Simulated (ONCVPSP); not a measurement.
## Logarithmic derivatives: aluminium (Al), ONCV

| Item | Value |
| --- | --- |
| Element | aluminium |
| Generator | ONCVPSP 4.0.1 |
| Type | optimised norm-conserving Vanderbilt (ONCV) |
| Functional | BLYP |
| Relativity | scalar-relativistic |
| Frozen core | [He] |
| Valence charge | 11 |
| Reference configuration | 2s2 2p6 3s1 (charge +2) |
| Partial waves | 2s+3s: rc 0.85 bohr, ncon 4, nbas 7, qcut 16.9 1/bohr, 2 projectors; 2p: rc 0.95 bohr, ncon 5, nbas 8, qcut 17.5 1/bohr, 1 projector; d scattering state at 0.25 Ha: rc 0.90 bohr, ncon 4, nbas 8, qcut 11.2 1/bohr, 2 projectors, debl 3.7 Ha |
| Local potential | polynomial inside 0.65 bohr (lpopt 5, dvloc0 0 Ha) |
| Core correction | Teter function, fcfact 5, rcfact 1.75 |

The phase is arctan(r·R′/R) of the radial function R(r), unwrapped; energies in Ha, scanned from -6 to 5 Ha. A pole is an energy at which the radial function vanishes at the test radius. The pseudo phase is shifted by a multiple of π to meet the all-electron one at the reference energy, and phase errors are pseudo minus all-electron; the curves can meet again beyond the range given. Levels narrower than the energy grid can be missing from the lists of poles.

| channel | radius (bohr) | reference energy (Ha) | poles, all-electron | poles, pseudo | unbroken range about the reference energy with phases within 0.05 rad | phase error 1 Ha above the reference energy (rad) |
| --- | --- | --- | --- | --- | --- | --- |
| s | 0.86 | -0.88 | -2.12 | -2.12 | the whole range | +0.000 |
| p | 0.96 | -3.32 | -2.06 | -2.05 | below 1.7 | +0.002 |
| d | 0.91 | 0.25 | none | none | the whole range | +0.000 |

Phases in the s channel:

```tsv
E (Ha)	all-electron	pseudo
-5.96	-0.718	-0.718
-5.40	-0.985	-0.985
-4.84	-1.170	-1.170
-4.28	-1.300	-1.300
-3.72	-1.395	-1.395
-3.16	-1.469	-1.469
-2.60	-1.528	-1.528
-2.04	-1.578	-1.578
-1.48	-1.621	-1.621
-0.92	-1.661	-1.661
-0.36	-1.698	-1.698
0.20	-1.735	-1.735
0.76	-1.772	-1.772
1.32	-1.810	-1.810
1.88	-1.851	-1.851
2.44	-1.897	-1.897
3.00	-1.949	-1.949
3.56	-2.010	-2.010
4.12	-2.083	-2.083
4.68	-2.175	-2.175
```
